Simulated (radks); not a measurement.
Species: Sb2.5+. Configuration: [Kr] 4d10 5p(up 1, down 1) 5s(up 0.25, down 0.25) (fractional occupations, a model configuration). Method: scalar-relativistic Kohn-Sham, PBEsol, spin-polarised, spherical densities, finite nucleus; Fermi nuclear charge, rms radius 4.6802 fm; computed with a radial shooting solver on a logarithmic mesh with Libxc functionals.

Unscreened Slater integrals over Kohn-Sham orbitals (eV). They are taken over the spin-up orbitals.

F0(5p,5p): 10.264
F2(5p,5p): 5.5849
F0(5p,5s): 11.017
G1(5p,5s): 7.3295
F0(5p,4d): 12.754
F2(5p,4d): 3.6448
G1(5p,4d): 1.2377
G3(5p,4d): 1.1222
F0(5p,4p): 13.001
F2(5p,4p): 3.0389
G0(5p,4p): 0.60057
G2(5p,4p): 0.76914
F0(5s,5s): 12.037
F0(5s,4d): 14.633
G2(5s,4d): 1.9961
F0(5s,4p): 14.991
G1(5s,4p): 1.0605
F0(4d,4d): 24.134
F2(4d,4d): 12.161
F4(4d,4d): 8.0312
F0(4d,4p): 26.145
F2(4d,4p): 13.188
G1(4d,4p): 16.756
G3(4d,4p): 10.335
F0(4p,4p): 28.741
F2(4p,4p): 15.075

Derived for the open shells (J is the average intra-shell exchange parameter used in DFT+U). 5p: J = F2/5 = 1.117 eV.
